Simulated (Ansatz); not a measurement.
H5BGeSi, SMILES `[BH2][Ge][SiH3]` (excited triplet) (charge 0, multiplicity 3). This triplet is an excited state, 0.64 eV above the relaxed singlet at the level frozen-core CCSD(T)/cc-pVTZ // PBE0-D3(BJ)/def2-TZVP (Ansatz, a program for electronic structure).

All values below come from PBE/cc-pVTZ // PBE0-D3(BJ)/def2-TZVP (Ansatz).

Ansatz 0.2 input:
```yaml
crystal:
  periodic: [false, false, false]
  atoms:
    - { symbol: B, position_ang: [2.187304, -0.156898, 0.656996] }
    - { symbol: Ge, position_ang: [0.390083, -1.009178, 0.455626] }
    - { symbol: Si, position_ang: [-1.663833, 0.075216, -0.106965] }
    - { symbol: H, position_ang: [3.142568, -0.810052, 0.942857] }
    - { symbol: H, position_ang: [2.252343, 1.024552, 0.480444] }
    - { symbol: H, position_ang: [-1.45933, 1.537908, -0.292993] }
    - { symbol: H, position_ang: [-2.650814, -0.150055, 0.981388] }
    - { symbol: H, position_ang: [-2.198315, -0.51149, -1.363774] }
basis:
  gaussian: { orbitals: cc-pVTZ }
hamiltonian:
  xc: pbe
magnetization:
  spin_polarized: true
  initial_magnetization: 2
```

Output:

```
Functional definition: PBE
1144 factors; their error is unknown
mean field evaluation 1: about -65132.2383 eV, gradient 3.1e1 eV
mean field evaluation 2: about -65095.0207 eV, gradient 6.4e1 eV
mean field evaluation 4: about -65138.4597 eV, gradient 5.6e0 eV
mean field evaluation 8: about -65138.7037 eV, gradient 5.4e-2 eV
mean field evaluation 16: about -65138.6682 eV, gradient 1.7e-4 eV
mean field -65138.66819508 eV, -2393.8019035941 hartree, gradient 2.7e-5 eV, S^2 2.003620; 0 other end points of the search recorded, 0 dependent functions left out
reference -65138.66824192 eV, -2393.8019053156 hartree; 29, 27 occupied and 148, 150 virtual orbitals, 1144 factors
Total energy: -65138.66824192 eV, -2393.8019053156 hartree
```
